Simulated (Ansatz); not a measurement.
CH7FOSi2, SMILES `CO[SiH2][SiH2]F`, relaxed with RKS PBE0-D4/def2-TZVP in Ansatz from a PBE-D4/def2-SVP geometry. The force threshold is 0.005 eV/Å; the program also tests the step.

Total charge 0; spin multiplicity 1.

Start:

```xyz
12

C    -2.284    0.370   -0.117
O    -0.971    0.194    0.387
Si    0.329   -0.214   -0.601
Si    2.236   -0.237    0.772
F     2.601    1.293    1.256
H    -2.706   -0.578   -0.526
H    -2.327    1.141   -0.921
H    -2.938    0.704    0.714
H     0.477    0.771   -1.739
H     0.149   -1.585   -1.219
H     3.410   -0.775   -0.003
H     2.024   -1.084    1.997
```

Problem. How much energy does the relaxation release, and in how many steps? (An estimate is asked.)

Solution. Computed: 1.88 kcal/mol, in 5 steps.

Problem. Which bonds change most? (An estimate is asked.)

Solution. The calculation gave: Si4–F5 from 1.646 to 1.606 Å; O2–Si3 from 1.684 to 1.645 Å; Si3–H10 from 1.515 to 1.495 Å; C1–H7 from 1.115 to 1.096 Å.

Problem. Give the relaxed structure. (An estimate is asked.)

Solution. The calculation gave: 
```xyz
12

C    -2.271    0.365   -0.127
O    -0.960    0.215    0.371
Si    0.312   -0.199   -0.586
Si    2.225   -0.234    0.767
F     2.599    1.251    1.253
H    -2.656   -0.580   -0.526
H    -2.314    1.123   -0.918
H    -2.914    0.684    0.695
H     0.457    0.762   -1.719
H     0.114   -1.554   -1.187
H     3.384   -0.763   -0.001
H     2.025   -1.071    1.979
```
